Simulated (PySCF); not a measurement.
**Vibration and rotation of SnF⁺**

PBE0 constants of SnF⁺, ¹Σ⁺ (singlet), closed shell (PySCF, scalar-relativistic core potentials, basis sets Sn cc-pVTZ-PP with ECP28, F cc-pVTZ; masses 119.9022 and 18.9984 u):

```
ωe              : 689.5 cm⁻¹
ωexe            : 2.52 cm⁻¹
Be              : 0.28899 cm⁻¹
αe              : 0.00159 cm⁻¹
D (centrifugal) : 2.03e-07 cm⁻¹
De to Sn⁺ + F   : 5.03 eV
```

(1) Give the vibrational terms G(v) and spacings up to v = 6.

(2) How well does the Morse estimate ωe²/(4ωexe) reproduce De, and what is D0?

Spin–orbit coupling is left out, which matters for elements this heavy, above all for dissociation energies. For an ion De counts to the pair picked by the measured ionisation energies or electron affinities, which need not be the lowest pair at this level.

Answers

(1) G(v) = ωe(v+½) − ωexe(v+½)².

| v | G(v) (cm⁻¹) | G(v) − G(v−1) | Bv (cm⁻¹) |
| --- | --- | --- | --- |
| 0 | 344.1 |  | 0.2882 |
| 1 | 1028.6 | 684.5 | 0.2866 |
| 2 | 1708.0 | 679.4 | 0.2850 |
| 3 | 2382.4 | 674.4 | 0.2834 |
| 4 | 3051.7 | 669.3 | 0.2818 |
| 5 | 3716.0 | 664.3 | 0.2802 |
| 6 | 4375.3 | 659.3 | 0.2787 |

(2) It gives 5.85 eV, 116 % of the computed De. D0 = De − G(0) = 5.03 − 0.04 = 4.99 eV.
